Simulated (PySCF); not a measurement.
## BCl3: breathing scan

All numbers come from PySCF, BP86, basis B def2-TZVP, Cl def2-TZVP (no relativity, density fitting).

Rigid scan from the singlet minimum (B–Cl 1.752 Å (×3); Cl–B–Cl 120.0° (×3)). Coordinate: all bonds to the central atom scaled together. Energies in kJ/mol from the minimum.

| scale of all bonds to the centre | E (kJ/mol) |
| --- | --- |
| 0.88 | 248.5 |
| 0.92 | 97.5 |
| 0.96 | 21.6 |
| 1.00 | 0.0 |
| 1.04 | 17.1 |
| 1.08 | 61.4 |
| 1.14 | 159.9 |
| 1.22 | 320.6 |
| 1.35 | 588.0 |

At long bonds a restricted determinant can lie too high, and another spin state can fall below this curve.

Other isomers or separated fragments may lie lower.

The scan took roughly 80 core-seconds on a shared host.
